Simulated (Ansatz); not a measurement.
Geometry optimisation, RKS PBE-D4/6-31G* (Ansatz).

input.yaml

```yaml
crystal:
  periodic: [false, false, false]
  atoms:
    - { symbol: B, position_ang: [0.5978, 0.5391, -0.5939] }
    - { symbol: "N", position_ang: [-0.6049, 0.7005, 0.3243] }
    - { symbol: C, position_ang: [-0.5953, -0.5833, 0.5805] }
    - { symbol: O, position_ang: [0.6121, -0.8011, -0.2732] }
    - { symbol: H, position_ang: [1.1814, 1.2964, -1.3167] }
    - { symbol: H, position_ang: [-1.149, -1.2156, 1.2328] }
basis:
  gaussian: { orbitals: "6-31G*" }
hamiltonian:
  xc: pbe
  dispersion: d4
relax:
  f_tol: 0.02
  max_steps: 50
```

Command:

```bash
$ ansatz run input.yaml --threads 1 --pin off --max-ram 2048MiB --backend cpu --events-out ev --progress --plain --runs-dir out
```

Question: Where does it end, and by what steps?

Answer: The run converged. After 20 steps the energy has fallen by 1.116 eV; H6 moved furthest, 0.41 Å. Joined: B1–C3.

```tsv
step	energy less start (eV)	largest force component (eV/Å)	accepted
0	0.0000	5.586	yes
1	-0.9355	2.109	yes
2	-0.8737	1.471	no
3	-1.0669	0.347	yes
4	-1.0807	0.197	yes
5	-1.0820	0.042	yes
6	-1.0822	0.044	yes
7	-1.0825	0.039	yes
8	-1.0834	0.064	yes
9	-1.0850	0.100	yes
10	-1.0862	0.035	yes
11	-1.0897	0.047	yes
12	-1.0930	0.121	yes
13	-1.0972	0.343	yes
14	-1.1036	0.251	yes
15	-1.1061	0.230	yes
16	-1.1142	0.158	yes
17	-1.1161	0.094	yes
18	-1.1161	0.086	yes
19	-1.1161	0.067	no
20	-1.1164	0.018	yes
```

```xyz
6
Properties=species:S:1:pos:R:3
B 0.412 0.502 -0.600
N -0.829 0.766 0.189
C -0.526 -0.467 0.467
O 0.418 -0.943 -0.478
H 1.328 1.187 -0.956
H -0.761 -1.109 1.332
```

Time of the run: 38 s on 1 thread of Arm Neoverse V1, with other jobs on the host, peak memory 0.14 GiB.
